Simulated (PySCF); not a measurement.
# Exercise with solution: dipole moment from atomic charges

Ga(Me)(SH)2 (CH5GaS2), SMILES [CH3][Ga]([SH])[SH]. Atoms are numbered in the order given.

```xyz
9

Ga     0.2862    -0.0729    -0.0199
C      2.1827    -0.5820    -0.1405
H      2.2722    -1.6787    -0.0956
H      2.7430    -0.1578     0.7066
H      2.6274    -0.2277    -1.0815
S     -0.8373    -0.3862     1.8775
H     -2.0148     0.0931     1.4159
S     -0.7647     0.8101    -1.7728
H     -1.9646     0.9403    -1.1621
```

Coordinates come from a B3LYP-D3(BJ)/def2-SVP optimisation. The structure was generated by enumeration; whether it is a known compound was not checked. The values are those of a single conformer.

Charges (e) from PBE/def2-TZVP (PySCF):

```json
[
 {"atom": "Ga1", "ESP fit": "0.345", "Mulliken": "0.383"},
 {"atom": "C2", "ESP fit": "-0.132", "Mulliken": "-0.511"},
 {"atom": "H3", "ESP fit": "0.049", "Mulliken": "0.149"},
 {"atom": "H4", "ESP fit": "0.049", "Mulliken": "0.149"},
 {"atom": "H5", "ESP fit": "0.056", "Mulliken": "0.149"},
 {"atom": "S6", "ESP fit": "-0.349", "Mulliken": "-0.311"},
 {"atom": "H7", "ESP fit": "0.166", "Mulliken": "0.151"},
 {"atom": "S8", "ESP fit": "-0.351", "Mulliken": "-0.308"},
 {"atom": "H9", "ESP fit": "0.167", "Mulliken": "0.150"}
]
```

The dipole moment of the full density is 0.39 D.

Question: What dipole moment does each set of point charges give, and which comes closer to that of the density?

Answer: 
μ = Σ q r, and 1 e Å = 4.8032 D.
ESP fit: Σ q r = (0.102, -0.028, -0.011) e Å, |μ| = 0.51 D.
Mulliken: Σ q r = (0.030, -0.012, -0.004) e Å, |μ| = 0.16 D.
ESP fit comes closer in size. Point charges leave out the atoms' own dipoles (lone pairs, polarised bonds); fits to the potential absorb them, partitions of the density don't.
